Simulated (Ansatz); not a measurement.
**A geometry optimisation of CH9AlOSi2 with B3LYP/6-31G***

The starting geometry of this gas-phase singlet was optimised with GFN2-xTB; its bonds are those of `[SiH3][CH2][AlH][O][SiH3]`.

```yaml
atoms:
  - { symbol: C, position_ang: [2.2386, 0.3200, -0.7682] }
  - { symbol: Al, position_ang: [0.8842, -1.1271, -0.9672] }
  - { symbol: O, position_ang: [-0.7694, -0.8618, -0.9260] }
  - { symbol: Si, position_ang: [1.5958, 1.8773, 0.1177] }
  - { symbol: Si, position_ang: [-2.3781, -0.5751, -0.8584] }
  - { symbol: H, position_ang: [1.0655, 1.5226, 1.4424] }
  - { symbol: H, position_ang: [0.5533, 2.5409, -0.6729] }
  - { symbol: H, position_ang: [2.7012, 2.8313, 0.3061] }
  - { symbol: H, position_ang: [2.6376, 0.6140, -1.7460] }
  - { symbol: H, position_ang: [3.0951, -0.0864, -0.2181] }
  - { symbol: H, position_ang: [1.2553, -2.6029, -1.1676] }
  - { symbol: H, position_ang: [-2.9648, -1.6426, -0.0461] }
  - { symbol: H, position_ang: [-2.8689, -0.5992, -2.2372] }
  - { symbol: H, position_ang: [-2.5507, 0.7397, -0.2401] }
```

Where would you expect an optimisation with B3LYP/6-31G* to take it?

It keeps its bonds, and is `[SiH3][CH2][AlH][O][SiH3]`.

The energy falls by 0.18 eV over 56 steps:

```tsv
step	E − E(last) (eV)
1	0.177
7	0.025
13	0.021
19	0.014
25	0.005
32	0.000
38	0.000
44	0.000
50	0.000
56	0.000
```

Final geometry (Å):

```xyz
14

C     1.9348    0.5250   -0.9519
Al    0.6736   -0.8776   -0.4401
O    -0.9553   -0.7666   -0.9424
Si    2.1991    1.8620    0.3500
Si   -2.5542   -0.8424   -1.3081
H     2.6654    1.2585    1.6313
H     0.9226    2.5778    0.6315
H     3.2087    2.8768   -0.0649
H     1.5978    1.0066   -1.8794
H     2.9089    0.0566   -1.1546
H     1.0897   -2.1357    0.4296
H    -3.1897   -2.0485   -0.7071
H    -2.7448   -0.9032   -2.7839
H    -3.2618    0.3616   -0.7917
```

Frequencies at the end are all real (lowest 22 cm⁻¹). Run with Ansatz 0.2.0, 7.8 min on 2 threads of Intel(R) Xeon(R) Processor @ 2.50GHz (Skylake/Cascade Lake), with other jobs on the host.
